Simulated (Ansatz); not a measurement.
Conformers of ClH4O4Ta, SMILES `[OH][Ta]([OH])([OH])([OH])[Cl]`, each relaxed with PBE0-D4/def2-TZVP in Ansatz. CBS adds the triple-zeta coupled-cluster correction to the MP2 limit.

Elements past krypton have def2 core potentials. Outer-core shells of Ta are correlated without core-valence functions. Spin–orbit coupling is left out.

Not all of them had a frequency check.

Conformer A:

```xyz
10

O    -1.745    0.574   -0.493
Ta    0.000    0.001    0.000
O     1.608   -0.971    0.299
O     0.860    1.402   -0.945
O    -0.232    0.417    1.836
Cl   -0.710   -2.058   -1.009
H    -2.484    0.185   -0.960
H     1.903   -1.866    0.136
H     1.816    1.446   -1.017
H    -1.016    0.871    2.153
```

Conformer B:

```xyz
10

O    -0.833   -0.304   -1.501
Ta    0.079    0.048    0.153
O     0.821    0.806    1.714
O    -0.871   -1.310    1.072
O     1.740   -0.562   -0.530
Cl   -0.780    2.256   -0.210
H    -1.347    0.262   -2.076
H     0.866    1.643    2.172
H    -1.480   -1.892    0.611
H     1.805   -0.948   -1.406
```

Conformer C:

```xyz
10

O    -0.983   -1.426    0.771
Ta    0.050    0.027    0.110
O     0.806    0.430    1.758
O    -0.767    1.731   -0.100
O     1.716   -0.320   -0.736
Cl   -0.945   -0.505   -2.064
H    -1.553   -1.938    0.194
H     1.199    0.636    2.601
H    -1.288    1.944   -0.877
H     1.765   -0.578   -1.659
```

Which is lowest in electronic energy at CCSD(T)/CBS (frozen core, def2 sets), and by how much? (An estimate is asked.)

Computed: C; A lies 7.4 kJ/mol higher, B lies 8.0 kJ/mol higher.

Give the energies relative to C (kJ/mol) with B3LYP-D4/def2-TZVPP, ωB97X-V/def2-TZVPP, B2PLYP/def2-TZVPP, r2SCAN/def2-TZVPP, PBE0/def2-TZVPP, MP2/def2-TZVPP, SCS-MP2/def2-QZVPP. (Estimate.)

Ansatz gave: 
```tsv
level	A	B
B3LYP-D4/def2-TZVPP	3.8	4.4
ωB97X-V/def2-TZVPP	7.3	7.9
B2PLYP/def2-TZVPP	4.1	4.6
r2SCAN/def2-TZVPP	3.2	3.8
PBE0/def2-TZVPP	4.6	5.2
MP2/def2-TZVPP	5.7	6.1
SCS-MP2/def2-QZVPP	7.5	8.1
```

B3LYP here is the variant with VWN-RPA as its local correlation; programs differ in this.
